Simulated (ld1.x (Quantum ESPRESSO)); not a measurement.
# Which setting gave this result? (Fe (Z = 26), TM)

Base potential:

Fe (Z = 26), norm-conserving Troullier–Martins (Kleinman–Bylander form), made with ld1.x (Quantum ESPRESSO) 7.5 (PBE, non-relativistic). Core [Ne] 3s2, reference 3p6 3d7 4s1 4p0. Waves: 4s (bound): rc 1.80 bohr; 3p (bound): rc 1.00 bohr; 3d (bound): rc 0.95 bohr. Local part: all-electron potential smoothed inside 1.30 bohr (lloc = -1). Core correction: a·sin(br)/r model core inside 0.55 bohr.

Cutoffs, loose and tight: the cutoffs (Ry, on a coarse ladder) from which the occupation-weighted sum of valence levels, in a spherical-Bessel basis at the reference potential, stays within 10 and 1 mRy of its value at 400 Ry. They do not see the model core or the augmentation charge, which bear on the density cutoff. Test errors are all-electron minus pseudo excitation energies from the reference, over the configurations 3p6 3d6 4s2 4p0; 3p6 3d6 4s1 4p0; 3p6 3d6 4s0 4p0; 3p6 3d6 4s0 4p2; 3p6 3d7 4s0 4p0; 3p6 3d6 4s1.5 4p0; 3p6 3d5 4s2 4p0; variants that change the core or the reference have their own tests. The largest error is taken over the tests solved by every variant that gives reliable tests at all, those not shown here included: 3p6 3d6 4s0 4p0; 3p6 3d6 4s0 4p2; 3p6 3d6 4s1 4p0; 3p6 3d6 4s1.5 4p0; 3p6 3d6 4s2 4p0; 3p6 3d7 4s0 4p0.

Only the s radius is moved (4 further runs of the sweep failed or gave no value and are left out):

| s radius (bohr) | cutoff, loose | cutoff, tight | bound ghosts | largest test error (meV) | median size of the test errors |
| --- | --- | --- | --- | --- | --- |
| 1.4 | 200 Ry | 300 Ry | s | -40 | 38.6 meV |
| 1.78 | 200 Ry | 300 Ry | s | -49 | 24.2 meV |
| 1.94 | 200 Ry | 300 Ry | s | -58 | 23.1 meV |
| 2.72 | 200 Ry | 300 Ry | s | -46 | 18.3 meV |

One more run gave cutoff, loose: 200 Ry; cutoff, tight: 300 Ry; bound ghosts: s; largest test error (meV): -41; median size of the test errors: 33.2 meV. Which value of the s radius was used?

1.54 bohr. The median size of the test errors moves one way along this sweep, from 38.6 meV at 1.4 to 18.3 meV at 2.72 bohr, which places the run between 1.4 and 1.78 bohr.
